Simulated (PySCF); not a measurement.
## How methods differ on the interval between two levels of Ta(3+)

Ta(3+) [Xe] 4f14 5d2 [3F4, M_J = 4] → Ta(3+) [Xe] 4f14 5d1 6p1 [3F4, M_J = 4], as a difference of total energies. All numbers are calculated (PySCF 2.14, the two-component X2C-1e Hamiltonian, in x2c-SVPall-2c with one added diffuse shell each of s, d type (8s9p10d2f, 99 functions)). "Screened" scales the spin-orbit matrix elements by Boettger's factors to mimic the two-electron term; Breit and QED terms are absent.

```tsv
method	interval between two levels (cm⁻¹)
GHF (spin-free)	103290
GHF (screened spin-orbit)	103710
```

The labels give the starting determinants; with spin-orbit coupling the two ends relaxed to ⟨J²⟩ = 20.00, ⟨L²⟩ = 12.50, ⟨S²⟩ = 1.99 and ⟨J²⟩ = 20.00, ⟨L²⟩ = 12.09, ⟨S²⟩ = 2.09.
